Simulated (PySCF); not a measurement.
SMILES CB(C)/C=C/B(C)C at its GFN2-xTB optimised geometry (Å):

```
22

B      0.7294    -1.7204     0.0000
C     -0.0692    -3.0826    -0.0157
C      2.3079    -1.7204     0.0000
C     -0.0533    -0.3800     0.0000
C      0.2138     0.7032     0.7545
B     -0.6097     2.0197     0.7991
C     -1.9220     2.2009    -0.0615
C     -0.1054     3.2032     1.7156
H      0.3862    -3.8419     0.6169
H     -0.0474    -3.4828    -1.0304
H     -1.1153    -2.9881     0.2664
H      2.6660    -1.3197     0.9484
H      2.7519    -2.7049    -0.1252
H      2.7157    -1.0656    -0.7684
H     -0.9385    -0.3250    -0.6290
H      1.0848     0.6302     1.4013
H     -2.2102     3.2417    -0.1903
H     -1.8545     1.7483    -1.0488
H     -2.7519     1.7060     0.4444
H      0.4750     2.8716     2.5743
H     -0.9081     3.8440     2.0748
H      0.5545     3.8419     1.1260
```

Level of theory: B3LYP/def2-SVP (PySCF 2.14.0). Cells within 0.4 Å of a nucleus heavier than hydrogen are left out (blank, or x).

Map of the deformation density (molecule minus spherical neutral atoms) (e/bohr³) on the plane z = 1.0 Å:

```
|22222222222222222222222222222|
|22222222222222222222222222222|
|22222222222222222222222222222|
|22222222222222222222222222222|
|22222222222222221222222222222|
|22222222222211472222222222222|
|22222222221111473222222222222|
|22222222211135522222222222222|
|22222222111259521222222222222|
|222222222222xx311222222222222|
|22222221222107621222222222222|
|22222222221128932222222222222|
|22222222222124xx9422222222222|
|22222222222222179422222222222|
|22222222222223322222222222222|
|22222222222222211112222222222|
|22222222222222211112222222222|
|22222222222222111124832222222|
|22222222222222100123532222222|
|22222222222221111111222222222|
|22222222222221111111122222222|
|22222222222221122222222222222|
|22222222222222332222222222222|
|22222222222222221222222222222|
|22222222222222212222222222222|
|22222222222222222222222222222|
|22222222222222222222222222222|
|22222222222222222222222222222|
|22222222222222222222222222222|
```
Scale: ten equal steps from -0.023 (start of '0') to 0.062 (end of '9'), in the order '0123456789'; x runs from -6.00 to 6.00, y from -6.00 (bottom) to 6.00 (top).
